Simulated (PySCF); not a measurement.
C3H4F2, singlet, at a GFN2-xTB geometry; CISD/cc-pVDZ in PySCF.

The PySCF input:
```python
from pyscf import gto, scf, ci

mol = gto.M(
    atom='''
F     1.043425    0.104440   -1.019132
C     0.181303    0.002029    0.012253
F     0.898898   -0.082705    1.150398
C    -1.079120   -0.767411   -0.138085
C    -1.104712    0.742973   -0.009503
H    -1.405127   -1.359014    0.702686
H    -1.284845   -1.203262   -1.102908
H    -1.448023    1.172681    0.918215
H    -1.327741    1.328433   -0.887379
''',
    basis='cc-pvdz',
    charge=0,
    spin=0,
    verbose=4,
    max_memory=1800,
)

mf = scf.RHF(mol)
mf.kernel()

myci = ci.CISD(mf, frozen=5)
myci.kernel()
print('E(CISD) = %.10f' % myci.e_tot)
```

The log (banner, timings and long lists left out):

```
PySCF version 2.14.0

[INPUT] verbose = 4
[INPUT] num. atoms = 9
[INPUT] num. electrons = 40
[INPUT] charge = 0
[INPUT] spin (= nelec alpha-beta = 2S) = 0
[INPUT] symmetry False subgroup None
[INPUT] Mole.unit = angstrom
[INPUT] Symbol           X                Y                Z      unit          X                Y                Z       unit  Magmom
[INPUT]  1 F      1.043425000000   0.104440000000  -1.019132000000 AA    1.971787481524   0.197362996450  -1.925880364780 Bohr   0.0
[INPUT]  2 C      0.181303000000   0.002029000000   0.012253000000 AA    0.342613015562   0.003834254307   0.023154814204 Bohr   0.0
[INPUT]  3 F      0.898898000000  -0.082705000000   1.150398000000 AA    1.698671033919  -0.156289799132   2.173937154247 Bohr   0.0
[INPUT]  4 C     -1.079120000000  -0.767411000000  -0.138085000000 AA   -2.039241255541  -1.450196614979  -0.260942831911 Bohr   0.0
[INPUT]  5 C     -1.104712000000   0.742973000000  -0.009503000000 AA   -2.087603126521   1.404015487946  -0.017958067362 Bohr   0.0
[INPUT]  6 H     -1.405127000000  -1.359014000000   0.702686000000 AA   -2.655305200232  -2.568164259450   1.327884091566 Bohr   0.0
[INPUT]  7 H     -1.284845000000  -1.203262000000  -1.102908000000 AA   -2.428005162517  -2.273835636096  -2.084194060592 Bohr   0.0
[INPUT]  8 H     -1.448023000000   1.172681000000   0.918215000000 AA   -2.736366892071   2.216045921481   1.735174873468 Bohr   0.0
[INPUT]  9 H     -1.327741000000   1.328433000000  -0.887379000000 AA   -2.509066854356   2.510374544834  -1.676903278690 Bohr   0.0

nuclear repulsion = 184.171789805028
number of shells = 37
number of NR pGTOs = 158
number of NR cGTOs = 90
basis = cc-pvdz
ecp = {}

******** <class 'pyscf.scf.hf.RHF'> ********
method = RHF
initial guess = minao
damping factor = 0
level_shift factor = 0
DIIS = <class 'pyscf.scf.diis.CDIIS'>
diis_start_cycle = 1
diis_space = 8
diis_damp = 0
SCF conv_tol = 1e-09
SCF conv_tol_grad = None
SCF max_cycles = 50
direct_scf = True
direct_scf_tol = 1e-13
Set gradient conv threshold to 3.16228e-05
Initial guess from minao.
init E= -315.861193197595
  HOMO = -0.248922870756595  LUMO = 0.145861237427416  gap/eV = 10.74262
cycle= 1 E= -314.660980943576  delta_E=  1.2  |g|= 0.731  |ddm|= 2.72
  HOMO = -0.483330972956383  LUMO = 0.160289177146153  gap/eV = 17.51380
cycle= 2 E= -314.747808034669  delta_E= -0.0868  |g|= 0.431  |ddm|= 0.71
  HOMO = -0.43065579281742  LUMO = 0.18670688743461  gap/eV = 16.79929
cycle= 3 E= -314.780147935648  delta_E= -0.0323  |g|= 0.0571  |ddm|= 0.255
  HOMO = -0.43011723787502  LUMO = 0.190904805144712  gap/eV = 16.89887
cycle= 4 E= -314.781332305136  delta_E= -0.00118  |g|= 0.0129  |ddm|= 0.0669
  HOMO = -0.433046857797816  LUMO = 0.191087322076492  gap/eV = 16.98356
cycle= 5 E= -314.781392719109  delta_E= -6.04e-05  |g|= 0.00372  |ddm|= 0.019
  HOMO = -0.432505243228794  LUMO = 0.190925432863333  gap/eV = 16.96441
cycle= 6 E= -314.781398719209  delta_E= -6e-06  |g|= 0.000944  |ddm|= 0.00574
  HOMO = -0.432559130910214  LUMO = 0.190977018713124  gap/eV = 16.96728
cycle= 7 E= -314.781399229662  delta_E= -5.1e-07  |g|= 0.000212  |ddm|= 0.00202
  HOMO = -0.432579557033416  LUMO = 0.190970493664624  gap/eV = 16.96766
cycle= 8 E= -314.781399250203  delta_E= -2.05e-08  |g|= 6.19e-05  |ddm|= 0.000402
  HOMO = -0.432564499207059  LUMO = 0.190977471994587  gap/eV = 16.96744
cycle= 9 E= -314.781399251582  delta_E= -1.38e-09  |g|= 1.17e-05  |ddm|= 0.000105
  HOMO = -0.432566248576885  LUMO = 0.190977142319261  gap/eV = 16.96748
cycle= 10 E= -314.781399251667  delta_E= -8.42e-11  |g|= 3.03e-06  |ddm|= 2.74e-05
  HOMO = -0.432566253594347  LUMO = 0.190977211979398  gap/eV = 16.96748
Extra cycle  E= -314.781399251666  delta_E= 4.55e-13  |g|= 1.25e-06  |ddm|= 5.11e-06
converged SCF energy = -314.781399251666

******** <class 'pyscf.ci.cisd.RCISD'> ********
CISD nocc = 15, nmo = 85
frozen orbitals 5
max_cycle = 50
direct = 0
conv_tol = 1e-09
max_cycle = 50
max_space = 12
lindep = 0
nroots = 1
Init t2, MP2 energy = -0.775138436569099
RCISD converged
E(RCISD) = -315.4698805811483  E_corr = -0.6884813294820296
E(CISD) = -315.4698805811
```
